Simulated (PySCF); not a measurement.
## Dipole polarisabilities along the 3d series

Calculated with PySCF 2.14 for the ground configurations, without spin-orbit coupling: coupled response for Hartree-Fock and DFT. Mean α in bohr³, C₆ of like pairs in atomic units.

```json
{"species": "Sc [Ar] 3d1 4s2 (aug-cc-pwCVTZ, non-relativistic)", "α UHF": "n/a", "α PBE": "126.6", "α PBE0": "130.9", "α recommended (Schwerdtfeger and Nagle)": "97 ± 10", "C₆ UHF": "n/a", "C₆ PBE": "1553", "C₆ PBE0": "1659"}
{"species": "Ti [Ar] 3d2 4s2 (aug-cc-pwCVTZ, non-relativistic)", "α UHF": "164.4", "α PBE": "106.8", "α PBE0": "111.8", "α recommended (Schwerdtfeger and Nagle)": "87 ± 10", "C₆ UHF": "1793", "C₆ PBE": "1243", "C₆ PBE0": "1323"}
{"species": "V [Ar] 3d3 4s2 (aug-cc-pwCVTZ-DK, spin-free X2C)", "α UHF": "126.2", "α PBE": "90.87", "α PBE0": "95.51", "α recommended (Schwerdtfeger and Nagle)": "87 ± 10", "C₆ UHF": "1393", "C₆ PBE": "975.4", "C₆ PBE0": "1042"}
{"species": "Cr [Ar] 3d5 4s1 (aug-cc-pwCVTZ, non-relativistic)", "α UHF": "112.6", "α PBE": "70.89", "α PBE0": "76.71", "α recommended (Schwerdtfeger and Nagle)": "83 ± 12", "C₆ UHF": "1033", "C₆ PBE": "575.2", "C₆ PBE0": "637.4"}
{"species": "Mn [Ar] 3d5 4s2 (aug-cc-pwCVTZ, non-relativistic)", "α UHF": "106.2", "α PBE": "75.68", "α PBE0": "79.83", "α recommended (Schwerdtfeger and Nagle)": "68 ± 9", "C₆ UHF": "1056", "C₆ PBE": "719.9", "C₆ PBE0": "773.6"}
{"species": "Fe [Ar] 3d6 4s2 (aug-cc-pwCVTZ-DK, spin-free X2C)", "α UHF": "81.99", "α PBE": "60.67", "α PBE0": "64.29", "α recommended (Schwerdtfeger and Nagle)": "62 ± 4", "C₆ UHF": "779.2", "C₆ PBE": "536.0", "C₆ PBE0": "578.8"}
{"species": "Co [Ar] 3d7 4s2 (aug-cc-pwCVTZ, non-relativistic)", "α UHF": "73.73", "α PBE": "55.18", "α PBE0": "58.72", "α recommended (Schwerdtfeger and Nagle)": "55 ± 4", "C₆ UHF": "680.1", "C₆ PBE": "466.0", "C₆ PBE0": "506.3"}
{"species": "Ni [Ar] 3d8 4s2 (aug-cc-pwCVTZ, non-relativistic)", "α UHF": "65.30", "α PBE": "49.08", "α PBE0": "52.34", "α recommended (Schwerdtfeger and Nagle)": "49 ± 3", "C₆ UHF": "575.2", "C₆ PBE": "392.1", "C₆ PBE0": "427.4"}
{"species": "Cu [Ar] 3d10 4s1 (aug-cc-pwCVTZ-DK, spin-free X2C)", "α UHF": "71.41", "α PBE": "40.52", "α PBE0": "44.69", "α recommended (Schwerdtfeger and Nagle)": "46.5 ± 0.5", "C₆ UHF": "494.9", "C₆ PBE": "242.0", "C₆ PBE0": "273.0"}
{"species": "Zn [Ar] 3d10 4s2 (aug-cc-pwCVTZ-DK, spin-free X2C)", "α UHF": "50.77", "α PBE": "37.91", "α PBE0": "40.49", "α recommended (Schwerdtfeger and Nagle)": "38.67 ± 0.3", "C₆ UHF": "399.5", "C₆ PBE": "269.2", "C₆ PBE0": "293.9"}
```

Hartree-Fock lacks correlation. All values carry a basis error.
